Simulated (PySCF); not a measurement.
TaCl₄, SMILES [Cl][Ta+]([Cl])([Cl])[Cl], charge +1, multiplicity 1. Coordinates come from a PBE0-D3(BJ)/def2-SVP optimisation. The multiplicity is an assumed one; no other spin state was optimised. The isomer is the one that the SMILES or the coordinates give; other isomers of the formula were not compared. The def2 effective core potentials stand for the cores of Ta; spin–orbit coupling is left out.

Computed with PBE0-D3(BJ)/def2-SVP (PySCF 2.14.0).

Harmonic wavenumbers (cm⁻¹): 112, 112, 112, 121, 121, 442, 465, 465, 465. Rotational constants (GHz): 1.086, 1.086, 1.086; symmetry number 12.

Q: Work out the zero-point energy and the ideal-gas rigid-rotor harmonic-oscillator thermochemistry at 298.15 K and 1 atm.

A: ZPE = ½ Σ hcν = ½ × 2413 cm⁻¹ = 3.45 kcal/mol. H − E(el) = 8.68 kcal/mol. Entropy in cal/(mol K): translation 43.21, rotation 24.97, vibration 18.96, total 87.14. G − E(el) = -17.31 kcal/mol. Cp = 23.00 cal/(mol K). Modes under 150 cm⁻¹ make the vibrational entropy uncertain.
